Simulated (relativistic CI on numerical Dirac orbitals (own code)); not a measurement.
Electric-dipole lines of Cl¹⁵⁺

Method of calculation: Dirac-Coulomb-Breit CI, orbitals from a KLI potential per configuration, model QED, unscaled Slater integrals (own radial code, finite nucleus).

Configuration list: 1s², 1s2s, 1s2p, 1s3s, 1s3p, 1s3d, 1s4s, 1s4p, 1s4d, 1s4f, 1s5s, 1s5p, 1s5d, 1s5f, 1s5g, 1s6s, 1s6p, 1s6d. Levels of other configurations are missing.

```
λ vac (nm)           Lower           Upper   A (s⁻¹)        gf  Branching (%)
   0.44457     1s² ¹S0 [1]   1s2p ¹P°1 [7]  8.65e+13  7.69e-01          100.0
    1.8693   1s2p ³P°2 [6]   1s4d ³D3 [25]  1.40e+12  5.14e-01           75.3
    2.4254    1s2s ³S1 [2]  1s3p ³P°2 [12]  1.44e+12  6.36e-01          100.0
    2.4283    1s2s ³S1 [2]  1s3p ³P°1 [10]  1.44e+12  3.82e-01           81.4
    2.4985   1s2p ³P°0 [3]   1s3d ³D1 [13]  2.41e+12  6.77e-01           55.6
    2.5011   1s2p ³P°1 [4]   1s3d ³D2 [14]  2.87e+12  1.35e+00           66.5
    2.5011   1s2p ³P°1 [4]   1s3d ³D1 [13]  1.79e+12  5.03e-01           41.2
    2.5106   1s2p ³P°2 [6]   1s3d ³D3 [15]  4.32e+12  2.86e+00          100.0
    2.5778   1s2p ¹P°1 [7]   1s3d ¹D2 [16]  3.61e+12  1.80e+00           85.0
    5.0012   1s3d ³D3 [15]  1s5f ³F°4 [43]  2.98e+11  1.01e+00           63.7
    7.0143    1s3s ³S1 [8]  1s4p ³P°2 [22]  1.91e+11  7.03e-01           22.5
    7.1733  1s3p ³P°1 [10]   1s4d ³D2 [24]  3.15e+11  1.22e+00           16.9
    7.1952  1s3p ³P°2 [12]   1s4d ³D3 [25]  4.59e+11  2.49e+00           24.7
    7.3048   1s3d ³D1 [13]  1s4f ³F°2 [27]  7.61e+11  3.04e+00           83.9
    7.3053   1s3d ³D2 [14]  1s4f ³F°3 [26]  7.90e+11  4.43e+00           87.1
    7.3133   1s3d ³D3 [15]  1s4f ³F°4 [29]  9.04e+11  6.53e+00           99.9
    7.3195   1s3d ¹D2 [16]  1s4f ¹F°3 [30]  8.25e+11  4.64e+00           91.1
    7.3468  1s3p ¹P°1 [17]   1s4d ¹D2 [28]  4.13e+11  1.67e+00           22.6
    15.528  1s4p ³P°1 [20]   1s5d ³D2 [38]  6.63e+10  1.20e+00            6.8
    15.570  1s4p ³P°2 [22]   1s5d ³D3 [39]  9.55e+10  2.43e+00            9.9
    15.778   1s4d ³D1 [23]  1s5f ³F°2 [41]  1.42e+11  2.66e+00           30.3
    15.780   1s4d ³D2 [24]  1s5f ³F°3 [40]  1.44e+11  3.77e+00           30.7
    15.794   1s4d ³D3 [25]  1s5f ³F°4 [43]  1.69e+11  5.70e+00           36.2
    15.806  1s4f ³F°3 [26]   1s5g ³G4 [44]  2.69e+11  9.07e+00           96.3
    15.807  1s4f ³F°2 [27]   1s5g ³G3 [45]  2.56e+11  6.72e+00           91.8
    15.809   1s4d ¹D2 [28]  1s5f ¹F°3 [46]  1.52e+11  3.98e+00           32.4
    15.815  1s4f ³F°4 [29]   1s5g ³G5 [47]  2.79e+11  1.15e+01           99.9
    15.816  1s4f ¹F°3 [30]   1s5g ¹G4 [48]  2.71e+11  9.15e+00           97.1
    15.862  1s4p ¹P°1 [31]   1s5d ¹D2 [42]  8.87e+10  1.67e+00            9.2
    28.692  1s5p ³P°2 [36]   1s6d ³D3 [57]  2.86e+10  2.47e+00            5.1
```

Terms are leading LS components. Brackets give the number of a level in order of energy, since labels repeat. The list gives strong lines, with weight on those to low levels, without lines whose two gauges differ by over a factor of 2.5. Levels whose partners in the same complex of configurations lie outside the list can be far off, and so can their lines. Rates are taken at the computed energies, electric ones in the length gauge.

At this charge energies of transitions that change n are usually good to better than 1 %, and those within a shell (Δn = 0) to a few per cent.

(1) From the table, what is the radiative lifetime of 1s4d ³D3?

Results:

(1) The listed rates from this level add up to about 1.86e+12 s⁻¹, 100 % of its decay; with all channels τ = 5.38e-13 s.

LS names give the leading component of a level, which can be under half, so a name can repeat, a term be missing and a line seem to break the LS rules.
